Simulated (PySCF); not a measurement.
SZn. Atoms are numbered in the order given.

```xyz
2

Zn     0.0000     0.0000    -0.7152
S      0.0000     0.0000     1.3410
```

The structure is a stationary point at PBE0-D3(BJ)/def2-TZVP.

Calculation: PySCF with PBE0-D3(BJ)/def2-TZVP.

Frequencies are harmonic and unscaled.

```
mode  ν (cm⁻¹)  IR (km/mol)  Raman (Å⁴/amu)  depolarisation  moving atoms (share of kinetic energy)
----  --------  -----------  --------------  --------------  --------------------------------------
1          460          5.3            32.6            0.10                         S 67 %, Zn 33 %
```
